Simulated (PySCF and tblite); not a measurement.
## Conformers and averaged properties: C₆H₉F₃O, numbered as in [F:1][C:2]([F:3])([F:4])[C@@H:5]1[CH2:6][CH2:7][CH2:8][O:9][CH2:10]1

Search: ETKDG and KDG, MMFF94s, GFN2-xTB, 90 starts; geometries at PBE0-D3(BJ)/def2-SVP. Weights use PBE0-D3(BJ)/def2-SVPD energies plus GFN2-xTB zero-point and thermal terms (modes under about 100 cm⁻¹ blended into free rotors). Symmetry numbers and mirror images are counted. Conformers within 4 kcal/mol (GFN2-xTB free energy) were kept, 5 at most. GIAO shieldings: PBE0/pcSseg-1. Couplings: B3LYP/pcSseg-1 with pcJ-1 on H, F (gas phase; spin-dipole term only for pairs with B, N, F, Si or P). Couplings are for ¹⁹F, ¹H. Shifts are against TMS (¹H), TMS (¹³C), CFCl3 (¹⁹F) at the same level; of two unlike H on one atom, a is the less shielded. Codes: tblite and PySCF.

The 6-ring runs over atoms 5–6–7–8–9–10.

| conformer | shape | symmetry | E(GFN2) kcal/mol | E(DFT) kcal/mol | G(298.15 K) kcal/mol | weight % | dipole D |
| --- | --- | --- | --- | --- | --- | --- | --- |
| 1 | 6-ring chair (all substituents equatorial) | C1 | 0.00 | 0.00 | 0.00 | 96.1 | 2.28 |
| 2 | 6-ring chair (C2 axial) | C1 | 1.88 | 1.65 | 1.90 | 3.9 | 3.11 |

Weights (%) against temperature:

| T (K) | 1 | 2 | S(mix) cal/mol/K |
| --- | --- | --- | --- |
| 250 | 97.7 | 2.3 | 0.21 |
| 273.15 | 97.0 | 3.0 | 0.27 |
| 298.15 | 96.1 | 3.9 | 0.33 |
| 323.15 | 95.2 | 4.8 | 0.38 |
| 373.15 | 93.3 | 6.7 | 0.49 |

Averaged shifts at 298.15 K. ¹H: 4.00 (H10a, 1H), 3.78 (H8a, 1H), 3.16 (H10b, 1H), 3.11 (H8b, 1H), 1.86 (H6a, 1H), 1.84 (H5, 1H), 1.47 (H7a, 1H), 1.31 (H7b, 1H), 1.30 (H6b, 1H) ppm. ¹³C: 131.8 (C2), 68.5 (C8), 67.0 (C10), 41.4 (C5), 26.5 (C7), 24.1 (C6) ppm. ¹⁹F: -89.6 (F1/F3/F4) ppm.

Averaged couplings (Hz): ³J(F1,H5) 7.8, ⁵J(F1,H7b) 0.9, ⁵J(F1,H7a) 0.5, ³J(H5,H6b) 13.1, ³J(H5,H6a) 4.5, ⁴J(H5,H7b) -0.6, ³J(H5,H10b) 11.4, ³J(H5,H10a) 5.0, ²J(H6b,H6a) -14.6, ³J(H6b,H7b) 4.9, ³J(H6b,H7a) 14.1, ⁴J(H6b,H8a) -0.6, ⁴J(H6b,H10a) -0.6, ³J(H6a,H7b) 3.6, ³J(H6a,H7a) 4.7, ⁴J(H6a,H8b) -0.7, ⁴J(H6a,H8a) 1.5, ⁴J(H6a,H10b) -0.7, ⁴J(H6a,H10a) 1.9, ²J(H7b,H7a) -14.9, ³J(H7b,H8b) 2.6, ³J(H7b,H8a) 2.2, ³J(H7a,H8b) 12.8, ³J(H7a,H8a) 5.1, ²J(H8b,H8a) -13.1, ⁴J(H8b,H10a) -0.7, ⁴J(H8a,H10b) -0.7, ²J(H10b,H10a) -12.9. Computed couplings to fluorine can be off by tens of per cent at such levels.

Coordinates of conformer 1 (Å):

```xyz
19

F     2.605   -1.492   -0.563
C     2.203   -0.259   -0.238
F     2.314    0.495   -1.341
F     3.073    0.222    0.657
C     0.795   -0.259    0.305
C    -0.199   -0.861   -0.688
C    -1.616   -0.742   -0.141
C    -1.900    0.688    0.288
O    -0.951    1.140    1.222
C     0.350    1.148    0.712
H     0.823   -0.881    1.216
H    -0.121   -0.310   -1.641
H     0.062   -1.908   -0.900
H    -2.352   -1.063   -0.896
H    -1.737   -1.404    0.733
H    -1.904    1.354   -0.601
H    -2.883    0.773    0.773
H     0.423    1.820   -0.169
H     1.004    1.550    1.498
```

Coordinates of conformer 2 (Å):

```xyz
19

F     2.473    1.537   -0.030
C     1.873    0.458    0.492
F     1.291    0.845    1.630
F     2.840   -0.410    0.819
C     0.910   -0.154   -0.505
C    -0.198    0.814   -0.935
C    -1.311    0.905    0.106
C    -1.751   -0.486    0.533
O    -0.669   -1.256    0.991
C     0.299   -1.460    0.006
H     1.545   -0.391   -1.374
H     0.225    1.805   -1.160
H    -0.618    0.431   -1.881
H    -0.962    1.457    0.991
H    -2.171    1.458   -0.304
H    -2.476   -0.440    1.359
H    -2.246   -1.003   -0.319
H     1.074   -2.108    0.440
H    -0.137   -1.992   -0.866
```

Unscaled ¹⁹F shifts at such levels can be off by tens of ppm; differences between conformers or isomers are more reliable. Shifts are unscaled: against experiment ¹³C can be off by 15 ppm or more and ¹H by 0.8 ppm.

Search and properties took 7.2 min on 1 thread of Arm Neoverse V2 (shared host) (rough), launched as `OMP_NUM_THREADS=1 python ens_run.py task.json out`.
